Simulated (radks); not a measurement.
Spherical quantum dot in the effective-mass picture: electrons in a well V = -V0 / (1 + exp((r - R)/a)) with V0 = 1.67, R = 10.8, a = 0.82, all in effective atomic units (hartree* = m*/eps^2 hartree, bohr* = eps/m* bohr), one dielectric constant everywhere. Calculated with a radial shooting solver with Libxc functionals: non-relativistic Kohn-Sham, LDA (Slater exchange, Perdew-Wang correlation), spin-polarised, spherical densities. Levels are named by radial order and angular momentum (1s, 1p, 1d, 2s, ...), and open shells are averaged over m. Each electron was tried in the lowest free levels, single moves between levels near the top were tried too, and the lowest total energy was kept; such a search can miss a lower state. The series stops at N = 12: beyond it a trial failed or the search could not be trusted, so later rows were left out. At N = 1 the Hartree and exchange-correlation terms need not cancel, so that row can carry a self-interaction error.

N	open shells	2S	E (hartree*)	mu = E(N) - E(N-1) (hartree*)	addition energy mu(N+1) - mu(N) (hartree*)	e(HOMO) (hartree*)	rms radius (bohr*)
1	1s(up 1, down 0)	1	-1.61450	-1.6145	0.1442	-1.5527	5.268
2	none	0	-3.08486	-1.4704	0.1591	-1.4096	5.828
3	1p(up 1, down 0)	1	-4.39615	-1.3113	0.1161	-1.2536	6.312
4	1p(up 2, down 0)	2	-5.59140	-1.1952	0.1168	-1.1368	6.604
5	1p(up 3, down 0)	3	-6.66987	-1.0785	0.1374	-1.0202	6.818
6	1p(up 3, down 1)	2	-7.61092	-0.94105	0.1113	-0.88555	6.997
7	1p(up 3, down 2)	1	-8.44067	-0.82975	0.1117	-0.77390	7.144
8	none	0	-9.15873	-0.71806	0.1533	-0.66228	7.271
9	1d(up 1, down 0)	1	-9.72349	-0.56476	0.1085	-0.51047	7.401
10	1d(up 2, down 0)	2	-10.1797	-0.45625	0.1082	-0.40207	7.514
11	1d(up 3, down 0)	3	-10.5277	-0.34800	0.1079	-0.29399	7.613
12	1d(up 4, down 0)	4	-10.7679	-0.24013	-	-0.18634	7.703

All shells are closed at N = 2, 8 (there: 1s2 1p6); the second difference of the energy has clear peaks (12 % above both neighbours; the first and last values, which can be the largest, are not judged, and half-filled shells can peak too) at N = 5, 8.
